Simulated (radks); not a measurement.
Ionisation of the lead ion Pb+, [Hg] 6p1, to [Hg] as the strength of local exchange is varied. All-electron calculation, scalar-relativistic Kohn-Sham, Slater X-alpha exchange (alpha = 2/3 is LDA exchange), no correlation, spin-polarised, spherical densities, finite nucleus; open shells are filled with parallel spins first (spin-orbit coupling, left out, can overturn this in heavy ions); Fermi nuclear charge, rms radius 5.5012 fm. Program: a radial shooting solver on a logarithmic mesh with Libxc functionals.

alpha  E(Pb+) (hartree)  exchange (hartree)  IE (eV)  -e of the level emptied (eV)  <r> of it (bohr)
0.667       -20856.2460           -366.5051   12.932                    9.547 (6p)             3.049
0.773       -20914.9319           -425.9823   13.861                   10.455 (6p)             2.956
0.928       -21001.0523           -513.5597   15.275                   11.849 (6p)             2.833
0.977       -21028.3531           -541.3951   15.735                   12.307 (6p)             2.798
?           -20831.9358           -341.9155   12.555                    9.182 (6p)             3.090

Which alpha was used in the last row?

Answer. alpha = 0.623. NIST Atomic Spectra Database: 15.032 eV (measured). The Delta-SCF value meets it near alpha = 0.90. Open shells are spherical and high-spin; term and fine-structure splittings are not resolved. Spin-orbit splitting is averaged out at the scalar-relativistic level.
